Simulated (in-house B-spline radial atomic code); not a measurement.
**Excitations of S VII (S6+) by several methods**

Full response, energies in eV; labels give the largest channel, * marks a mixed state, a dash one above the method's threshold, and an imaginary frequency an unstable closed-shell reference. Computed with a B-spline radial code for spherical atoms: linear response of the closed shell [He] 2s2 2p6 with each method's own kernel (bare exchange for TDHF, static screening on G0W0 levels for BSE, the adiabatic kernel for functionals); non-relativistic, point nucleus, no spin-orbit coupling, no double excitations, S, P, D and F terms only. Only terms of natural parity with L up to 3 were computed.

```tsv
method	2p → 3s 3P	2p → 3s 1P	2p → 3p 3S	α (bohr³)
TDHF	171.79	173.44	182.45	0.07235
BSE on G0W0@HF	170.78	172.32	181.99	0.07207
LDA VWN5	?	?	?	?
PBE	162.59	163.91	174.52	0.07504
PBE0	165.26	166.64	176.98	0.07426
B3LYP (VWN-RPA)	162.93	164.61	174.71	0.07446
CAM-B3LYP	?	?	?	?
LC-wPBE	161.98	163.28	174.01	0.07512
wB97X	166.24	167.44	177.68	0.07411
HSE06	165.21	166.60	176.96	0.07431
BHandHLYP	165.23	167.12	176.71	0.07363
BLYP	160.32	162.05	172.23	0.07508
PBEsol	162.86	164.16	174.66	0.07512
BP86	163.69	164.88	175.63	0.07484
LDA exchange-only	162.08	163.47	173.44	0.07564
B97-1	165.13	166.41	176.94	0.0743
RPBE	162.14	163.47	174.20	0.07505
OLYP	160.11	161.80	172.22	0.07457
```

Question: What does CAM-B3LYP give?

Answer: 2p → 3s 3P: 162.52; 2p → 3s 1P: 164.19; 2p → 3p 3S: 174.30; α: 0.07451 (eV, bohr³).

Question: What does LDA VWN5 give?

Answer: 2p → 3s 3P: 163.54; 2p → 3s 1P: 164.72; 2p → 3p 3S: 175.27; α: 0.07522 (eV, bohr³).
